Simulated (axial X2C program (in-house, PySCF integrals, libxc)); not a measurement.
How the levels of HNdH (f4 s0 d(πδ)0 orbitals) move with the bond length

Calculated with an in-house all-electron X2C program for linear molecules (integrals from PySCF): two-component X2C with atomic mean-field Coulomb and Gaunt terms, basis H dyall-v3z, Nd dyall-v3z (cores contracted in-house). Orbitals come from Hartree–Fock averaged over the configuration Nd f4 s0 d(πδ)0; CI then distributes these electrons over the f, s, d(πδ) shells of Nd.

At H–Nd–H held linear, both bonds 2.330 Å:

```json
{"Ω": "0", "energy (cm⁻¹)": "0", "g∥": "0.00", "configuration": "100% f4"}
{"Ω": "1", "energy (cm⁻¹)": "86", "g∥": "1.79", "configuration": "100% f4"}
{"Ω": "2", "energy (cm⁻¹)": "273", "g∥": "3.05", "configuration": "100% f4"}
{"Ω": "3", "energy (cm⁻¹)": "401", "g∥": "3.85", "configuration": "100% f4"}
{"Ω": "4", "energy (cm⁻¹)": "776", "g∥": "5.76", "configuration": "100% f4"}
{"Ω": "0", "energy (cm⁻¹)": "1191", "g∥": "0.00", "configuration": "100% f4"}
{"Ω": "1", "energy (cm⁻¹)": "1208", "g∥": "1.70", "configuration": "100% f4"}
{"Ω": "2", "energy (cm⁻¹)": "1249", "g∥": "3.60", "configuration": "100% f4"}
{"Ω": "3", "energy (cm⁻¹)": "1376", "g∥": "5.66", "configuration": "100% f4"}
{"Ω": "4", "energy (cm⁻¹)": "1684", "g∥": "6.82", "configuration": "100% f4"}
{"Ω": "5", "energy (cm⁻¹)": "1790", "g∥": "9.75", "configuration": "100% f4"}
{"Ω": "0", "energy (cm⁻¹)": "2416", "g∥": "0.00", "configuration": "100% f4"}
{"Ω": "1", "energy (cm⁻¹)": "2421", "g∥": "2.04", "configuration": "100% f4"}
{"Ω": "2", "energy (cm⁻¹)": "2450", "g∥": "4.19", "configuration": "100% f4"}
```

g∥ is the magnitude of 2⟨Lz + ge Sz⟩ for the +Ω component. The lowest 14 levels at most are listed.

At H–Nd–H held linear, both bonds 2.167 Å:

| Ω | energy (cm⁻¹) | g∥ | configuration |
| --- | --- | --- | --- |
| 0 | 0 | 0.00 | 100% f4 |
| 1 | 105 | 1.94 | 100% f4 |
| 2 | 327 | 3.15 | 100% f4 |
| 3 | 419 | 3.69 | 100% f4 |
| 4 | 806 | 5.82 | 100% f4 |
| 0 | 1228 | 0.00 | 100% f4 |
| 1 | 1247 | 1.67 | 100% f4 |
| 2 | 1272 | 3.59 | 100% f4 |
| 3 | 1402 | 5.80 | 100% f4 |
| 4 | 1754 | 6.69 | 100% f4 |
| 5 | 1812 | 9.80 | 100% f4 |
| 1 | 2458 | 2.03 | 100% f4 |
| 0 | 2458 | 0.00 | 100% f4 |
| 2 | 2476 | 4.21 | 100% f4 |

The lowest level lies 1424 cm⁻¹ above the lowest at the first distance.

(1) How does the gap from the lowest to the fifth level change between the two distances?

Dynamic correlation is missing, so gaps between terms are too wide and other configurations may lie lower; the lowest level listed is that of this model, not necessarily the ground state. At most 4 roots were kept for each Ω > 0 (twice that for Ω = 0) within 2.2 eV of the lowest, so higher up levels can be missing between those listed; levels with Ω > 0 are doubly degenerate and listed once, Ω = 0 levels singly. States that fill the shells left empty in the average are placed too high. The molecule was held linear; bending was not examined.

Answers

(1) From 776 to 806 cm⁻¹, a factor of 1.04.
